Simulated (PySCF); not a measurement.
CH₃Li. Atoms are numbered in the order given.

```xyz
5

Li     0.0000     0.0000    -1.5818
C      0.0000     0.0000     0.3870
H      0.8782     0.5071     0.8078
H      0.0000    -1.0141     0.8078
H     -0.8782     0.5071     0.8078
```
Charge 0, spin multiplicity 1.

Coordinates come from a B3LYP-D3(BJ)/def2-TZVPD optimisation. The isomer is the one that the SMILES or the coordinates give; other isomers of the formula were not compared.

Level of theory: M06-2X/def2-TZVPD in PySCF.

Symmetry labels are those of the subgroup Cs that the program uses (full group C3v).

Task: List the valence orbital energies around the gap with their symmetry. (The exact figures need the calculation; the answer reports its results.)

Result: 
```json
[
 {"orbital": "HOMO−5", "symmetry": "A'", "energy (eV)": "-283.77"},
 {"orbital": "HOMO−4", "symmetry": "A'", "energy (eV)": "-58.40"},
 {"orbital": "HOMO−3", "symmetry": "A'", "energy (eV)": "-18.39"},
 {"orbital": "HOMO−2", "symmetry": "A'", "energy (eV)": "-10.15"},
 {"orbital": "HOMO−1", "symmetry": "A\"", "energy (eV)": "-10.15"},
 {"orbital": "HOMO", "symmetry": "A'", "energy (eV)": "-6.16"},
 {"orbital": "LUMO", "symmetry": "A'", "energy (eV)": "-1.02"},
 {"orbital": "LUMO+1", "symmetry": "A'", "energy (eV)": "0.19"},
 {"orbital": "LUMO+2", "symmetry": "A\"", "energy (eV)": "0.19"},
 {"orbital": "LUMO+3", "symmetry": "A'", "energy (eV)": "0.52"}
]
```
